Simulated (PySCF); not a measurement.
**Polarisability and C₆ of In (indium, neutral)**

[Kr] 4d10 5s1 5p2, high-spin 4P determinant (an excited configuration). Calculation: PySCF 2.14, in aug-cc-pVQZ-PP with one added diffuse shell each of s, p, d, f, g type with ECP28MDF (8s8p6d4f3g, 117 functions); a scalar-relativistic core potential. Coupled (time-dependent) response in atomic units; α is the mean over directions.

```
method  mean α (bohr³)         α xx, yy, zz  C₆ (like pair)  S(−4)
   UHF           67.40  56.56, 72.83, 72.83           728.0   1867
   PBE           76.73  58.42, 85.89, 85.89           839.4   2938
  PBE0           71.77  56.25, 79.53, 79.53           776.7   2382
  MN15           69.60  54.80, 77.00, 77.00           736.7   2341
```

S(−4) is the Cauchy moment in α(ω) = α(0) + S(−4) ω² + …

Spin-orbit coupling is absent.

α(iu) at PBE0:

```
u (hartree)  α(iu) (bohr³)
          0          71.77
     0.0500          66.40
      0.100          55.04
      0.200          34.81
      0.300          22.96
      0.500          12.23
      0.750          7.210
       1.00          4.964
       1.50          2.925
       2.00          1.977
       3.00          1.083
       5.00         0.4606
```

A single London oscillator, α(iu) = α/(1 + u²/ω²), gives C₆ = (3/4) ω α². Matching the computed C₆ needs ω = 4 × 776.7 / (3 × 71.77²) = 0.201 hartree.

The components differ because the open shell of this determinant is not spherical; for a pure term their mean is the scalar polarisability.

Energies and moments cover only the electrons outside the core potential.
